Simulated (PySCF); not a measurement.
Two species compared at the same levels of theory.

First species: SiCl3(SBu), C4H9Cl3SSi.
SMILES with atom numbers: `[CH3:1][CH2:2][CH2:3][CH2:4][S:5][Si:6]([Cl:7])([Cl:8])[Cl:9]` (hydrogens: H10, H11, H12 on C1; H13, H14 on C2; H15, H16 on C3; H17, H18 on C4)

Cartesian coordinates in Å at the GFN2-xTB level; atoms count from 1:
```xyz
18
C4H9Cl3SSi angstrom
C     -2.3419   -0.0821    1.0232
C     -1.4282    0.4604   -0.0679
C     -0.4442   -0.6012   -0.5525
C      0.5536   -0.0622   -1.5625
S      1.6023    1.3008   -0.9151
Si     2.7812    0.3298    0.5964
Cl     4.4335    1.4449    0.8733
Cl     1.7991    0.1781    2.3616
Cl     3.2830   -1.5380   -0.0074
H     -3.0488    0.6794    1.3420
H     -1.7586   -0.3918    1.8875
H     -2.9026   -0.9415    0.6616
H     -0.8711    1.3162    0.3177
H     -2.0266    0.8080   -0.9128
H      0.0886   -1.0198    0.3039
H     -0.9927   -1.4172   -1.0307
H      1.2234   -0.8437   -1.9174
H      0.0412    0.3861   -2.4126
```

Second species: pentamethylene sulfone, C5H10O2S.
SMILES: `O=S1(=O)CCCCC1`

Levels: PBE0/pcSseg-1 for HOMO energy, LUMO energy and HOMO–LUMO gap. Geometries: GFN2-xTB. Each species is one conformer at its optimised geometry, gas phase, non-relativistic unless stated; the electronic structure was computed with PySCF and density fitting.

Dipoles, sizes and rotational constants follow the conformer. The torsions of the flexible species, by atom-mapped SMILES:
- `[CH3:1][CH2:2][CH2:3][CH2:4][S:5][Si:6]([Cl:7])([Cl:8])[Cl:9]`: C1–C2–C3–C4 -175°, C2–C3–C4–S5 60°, C3–C4–S5–Si6 66°, C4–S5–Si6–Cl7 158°

The conformers of `O=S1(=O)CCCCC1` aren't listed.

```tsv
property	column X	column Y
HOMO energy	-7.95 eV	-7.51 eV
LUMO energy	0.87 eV	-0.42 eV
HOMO–LUMO gap	8.82 eV	7.09 eV
```

Which column belongs to which species?

Column X is the second species and column Y the first. The first has 18 atoms and 114 electrons, the second 18 and 72.

How does each property change from the first species to the second?

HOMO energy -0.44 eV; LUMO energy +1.29 eV; HOMO–LUMO gap +1.73 eV.

